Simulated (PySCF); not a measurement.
# Telling isomers of C4H3F3N2O2 apart by NMR

PySCF calculation with geometry from GFN2-xTB and NMR shieldings at PBE0/pcSseg-1/GIAO; non-relativistic, one conformer, one averaged value for each set of equivalent atoms, in vacuum.

Chemical shifts δ = σref − σ; 1H (σref 31.72) and 13C (σref 186.93) vs TMS, all at this level. Splittings of carbon signals by F and P are missing where no couplings were computed. Where no couplings were computed, multiplicities follow the n + 1 count of equivalent neighbours, and m marks all less simple cases (inequivalent or close neighbours, rings, F or P nearby). Shifts are as computed. Against solution values, carbons near 30 ppm lie about +3 ppm off and those near 130 ppm about +5 ppm. Of 1211 compounds with measured shifts, 218 miss one by over three times the rms of a fit or turn the order of signals round; such compounds aren't used in these exercises.

(1) Tabulate the signals of `Cc1noc(OC(F)(F)F)n1`, `COc1nnc(C(F)(F)F)o1` and their relative energies.

(2) What is the quickest way to tell Cc1noc(OC(F)(F)F)n1 from COc1nnc(C(F)(F)F)o1?

## Answers

(1) 
```tsv
SMILES	carbon types	δC	δH	E rel. (kcal/mol)
Cc1noc(OC(F)(F)F)n1	3×C 1×CH3	177.0, 173.3, 129.1, 14.6	2.61 (s, 3H)	0.0
COc1nnc(C(F)(F)F)o1	3×C 1×CH3	175.3, 156.9, 126.3, 61.0	4.46 (s, 3H)	7.8
```

Energies are electronic energies at PBE0/pcSseg-1 on these geometries, without zero-point or thermal terms, each for the one conformer computed, which needn't be the lowest.

(2) Both give the same number of carbon signals, with the same numbers of each carbon type, so the positions decide. The first has a methyl carbon on an aromatic ring (CH3) at 14.6 ppm, the second a methyl carbon bonded to O (CH3) at 61.0 ppm. Their most deshielded carbons lie at 177.0 and 175.3 ppm. In the proton spectra the most deshielded non-exchanging signals are 2.61 (s, 3H) and 4.46 (s, 3H).
